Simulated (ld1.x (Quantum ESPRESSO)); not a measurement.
Logarithmic derivatives: silver (Ag), ultrasoft

ld1.x (Quantum ESPRESSO) 7.5 input, shortened:

```
&input
   title='Ag', zed=47., rel=1, dft='PBE', iswitch=3,
   config='[Kr] 4d10 5s1 5p0'
 /
 &inputp
   pseudotype=3, tm=.true., lloc=-1, rcloc=3.40,
   nlcc=.false.,
   which_augfun='PSQ', rmatch_augfun_nc=.true.
 /
6
5S  1  0   1.00   0.00  1.95  2.55  0.0
5S  1  0   0.00   0.15  1.95  2.55  0.0
5P  2  1   0.00   0.00  3.25  3.75  0.0
5P  2  1   0.00   2.30  3.25  3.75  0.0
4D  3  2  10.00   0.00  1.60  1.95  0.0
4D  3  2   0.00   0.85  1.60  1.95  0.0
 &test
   configts(1)='4d10 5s1 5p0'
 /
```

The phase is arctan(r·u′/u) with u = r·R(r), unwrapped; energies in Ry, scanned from -3 to 5 Ry. A pole is an energy at which the radial function vanishes at the test radius. The pseudo phase is shifted by a multiple of π to meet the all-electron one at the reference energy, and phase errors are pseudo minus all-electron; the curves can meet again beyond the range given. Levels narrower than the energy grid can be missing from the lists of poles.

```tsv
channel	radius (bohr)	reference energy (Ry)	poles, all-electron	poles, pseudo	unbroken range about the reference energy with phases within 0.05 rad	phase error 1 Ry above the reference energy (rad)
s	4.03	-0.32	-0.00, 3.00	-0.00, 2.99	below 4.9	-0.000
p	4.03	-0.05	0.61, 3.78	0.61, 3.63	below 4.2	-0.003
d	4.03	-0.55	-0.53, 1.76	-0.53, 1.76	below 3.0	+0.000
```

Phases in the s channel:

```
E (Ry)  all-electron  pseudo
 -3.00         1.419   1.419
 -2.76         1.412   1.412
 -2.52         1.403   1.403
 -2.28         1.393   1.393
 -2.04         1.380   1.380
 -1.80         1.364   1.364
 -1.56         1.343   1.343
 -1.32         1.312   1.312
 -1.08         1.265   1.265
 -0.84         1.173   1.173
 -0.60         0.891   0.891
 -0.36        -0.743  -0.743
 -0.12        -1.472  -1.472
  0.12        -1.638  -1.638
  0.36        -1.734  -1.734
  0.60        -1.832  -1.832
  0.84        -1.981  -1.982
  1.08        -2.326  -2.328
  1.32        -3.330  -3.334
  1.56        -4.155  -4.157
  1.80        -4.422  -4.423
  2.04        -4.539  -4.540
  2.28        -4.606  -4.606
  2.52        -4.651  -4.651
  2.76        -4.685  -4.685
  3.00        -4.713  -4.713
  3.24        -4.738  -4.739
  3.48        -4.763  -4.764
  3.72        -4.789  -4.791
  3.96        -4.820  -4.822
  4.20        -4.860  -4.863
  4.44        -4.918  -4.926
  4.68        -5.022  -5.040
  4.92        -5.269  -5.337
```
